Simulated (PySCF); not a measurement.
C₂H₆ClSn, SMILES [CH3][Sn]([CH3])[Cl], multiplicity 2.

Coordinates come from a B3LYP-D3(BJ)/def2-SVP optimisation. The spin state was assumed, not searched. The isomer is the one that the SMILES or the coordinates give; other isomers of the formula were not compared. The def2 effective core potentials stand for the cores of Sn; spin–orbit coupling is left out.

Method: TDA-LC-ωPBE/def2-SVPD (PySCF 2.14.0).

Vertical excitations. 

| state | energy (eV) | λ (nm) | f | main pairs |
|---|---|---|---|---|
| root 1 | 3.61 | 343 | 0.032 | β HOMO→LUMO 91 % |
| root 2 | 4.50 | 276 | 0.053 | α HOMO→LUMO 80 %, α HOMO→LUMO+1 12 % |
| root 3 | 4.92 | 252 | 0.012 | β HOMO−1→LUMO 78 % |
| root 4 | 5.08 | 244 | 0.002 | β HOMO−2→LUMO 85 % |
| root 5 | 5.11 | 243 | 0.041 | β HOMO−3→LUMO 78 % |
| root 6 | 5.70 | 217 | 0.136 | α HOMO→LUMO+2 81 % |
| root 7 | 5.99 | 207 | 0.104 | α HOMO→LUMO+3 75 % |
| root 8 | 6.34 | 196 | 0.018 | α HOMO→LUMO+1 74 %, α HOMO→LUMO 12 % |
| root 9 | 6.58 | 188 | 0.000 | α HOMO−1→LUMO 46 %, α HOMO−1→LUMO+1 12 %, β HOMO→LUMO+1 15 %, β HOMO→LUMO+2 11 % |
| root 10 | 6.93 | 179 | 0.009 | α HOMO−1→LUMO 24 %, α HOMO−1→LUMO+1 6 %, β HOMO→LUMO+1 36 %, β HOMO→LUMO+2 21 % |
Unrestricted roots are not spin-pure.
